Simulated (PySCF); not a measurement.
Radial density of O³⁺ (oxygen, charge +3)

UHF, [He] 2s2 2p1, 2P determinant. Calculation: PySCF 2.14, in aug-cc-pVTZ-DK; scalar relativity by spin-free X2C-1e.

| r (bohr) | 4πr²ρ (e/bohr) | 4πr²(ρα − ρβ) |
| --- | --- | --- |
| 0.00366 | 0.05311 | 0.0000 |
| 0.00615 | 0.1436 | 0.0000 |
| 0.0103 | 0.3729 | 0.0001 |
| 0.0174 | 0.9337 | 0.0002 |
| 0.0293 | 2.171 | 0.0008 |
| 0.0493 | 4.456 | 0.0027 |
| 0.0828 | 7.379 | 0.0119 |
| 0.139 | 8.575 | 0.0573 |
| 0.234 | 5.641 | 0.2255 |
| 0.394 | 2.426 | 0.6549 |
| 0.663 | 3.090 | 1.0449 |
| 1.12 | 2.292 | 0.6545 |
| 1.88 | 0.3233 | 0.0955 |
| 3.16 | 0.002978 | 0.0005 |

Densities and radii are taken from the X2C orbitals without a picture-change correction, which distorts them close to the nucleus.
